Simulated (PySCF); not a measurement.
V²⁺ (vanadium, charge +2): UHF calculation

Configuration: [Ar] 3d3, high-spin 4F determinant. Computed with PySCF 2.14 in Sapporo-DKH3-DZP-2012 (6s5p3d1f, 43 functions), with the spin-free X2C one-electron Hamiltonian (Gaussian nucleus).

```
Total energy                        : -947.409020 hartree
One-electron energy                 : -1287.5970 hartree
Hartree (Coulomb) energy            : 384.5327 hartree
Exchange energy                     : -44.3446 hartree
⟨S²⟩                                : 3.7522
⟨L²⟩                                : 12.030
Sum of ⟨r⟩                          : 14.24 bohr
Sum of ⟨r²⟩                         : 16.35 bohr²
Langevin diamagnetic susceptibility : -12.9 ×10⁻⁶ cm³/mol
Time after the integrals            : 0.22 s of wall time on 1 thread of Neoverse-N1 (shared host)
```

```json
{"shell": "1s β", "electrons": "1", "mean orbital energy (hartree)": "-203.47570", "rms radius, mean of both spins (bohr)": "0.0768"}
{"shell": "1s α", "electrons": "1", "mean orbital energy (hartree)": "-203.47501", "rms radius, mean of both spins (bohr)": "0.0768"}
{"shell": "2s α", "electrons": "1", "mean orbital energy (hartree)": "-24.78564", "rms radius, mean of both spins (bohr)": "0.333"}
{"shell": "2s β", "electrons": "1", "mean orbital energy (hartree)": "-24.72488", "rms radius, mean of both spins (bohr)": "0.333"}
{"shell": "2p α", "electrons": "3", "mean orbital energy (hartree)": "-20.69734", "rms radius, mean of both spins (bohr)": "0.303"}
{"shell": "2p β", "electrons": "3", "mean orbital energy (hartree)": "-20.63677", "rms radius, mean of both spins (bohr)": "0.303"}
{"shell": "3s α", "electrons": "1", "mean orbital energy (hartree)": "-3.92955", "rms radius, mean of both spins (bohr)": "1.02"}
{"shell": "3s β", "electrons": "1", "mean orbital energy (hartree)": "-3.71456", "rms radius, mean of both spins (bohr)": "1.02"}
{"shell": "3p α", "electrons": "3", "mean orbital energy (hartree)": "-2.76154", "rms radius, mean of both spins (bohr)": "1.11"}
{"shell": "3p β", "electrons": "3", "mean orbital energy (hartree)": "-2.49737", "rms radius, mean of both spins (bohr)": "1.11"}
{"shell": "3d α", "electrons": "3", "mean orbital energy (hartree)": "-1.11222", "rms radius, mean of both spins (bohr)": "1.43"}
```

Densities and radii are taken from the X2C orbitals without a picture-change correction, which distorts them close to the nucleus.
